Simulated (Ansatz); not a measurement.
Reaction (ligand exchange at a B–C bond): `OB([SiH3])C(F)Cl` + HCl → `OB([SiH3])Cl` + `FCCl`

Isolated molecules relaxed with PBE0-D4/def2-TZVP in Ansatz; ΔE leaves out vibrations. CCSD(T)/CBS adds triple-zeta CCSD(T) − MP2 to the extrapolated MP2 energy (def2 sets, frozen cores). This one scheme is used for every species. Functionals use def2-TZVPP. B3LYP here is the variant with VWN-RPA as its local correlation; programs differ in this. One conformer a species, not always the lowest.

| level | ΔE (kJ/mol) |
| --- | --- |
| PBE0-D4 | -101.2 |
| B3LYP-D4 | -99.2 |
| ωB97M-V | -99.6 |
| B2PLYP | -105.2 |
| MP2/def2-TZVPP | -104.2 |
| HF/def2-QZVPP | -114.6 |
| SCS-MP2/def2-QZVPP | -105.3 |
| CCSD/CBS(def2) | -101.5 |

(1) What does CCSD(T)/CBS give? (An estimate is asked.)

Largest T1 diagnostic among the species: 0.013.

Answers

(1) Computed: -100.3 kJ/mol. The listed levels differ from it by -0.9, 1.1, 0.7, -4.9, -3.9, -14.3, -5.0, -1.2 kJ/mol.

The D4 term adds +6.7 kJ/mol with B3LYP and +4.0 kJ/mol with PBE0; it sums over pairs of atoms, weighted by their polarisabilities, and B3LYP, whose exchange is more repulsive, gets the larger term. In def2-TZVPP, CCSD(T) changes the Hartree–Fock value by +15.7 kJ/mol (the triples alone add +1.2 kJ/mol) and MP2 by +10.0 kJ/mol.
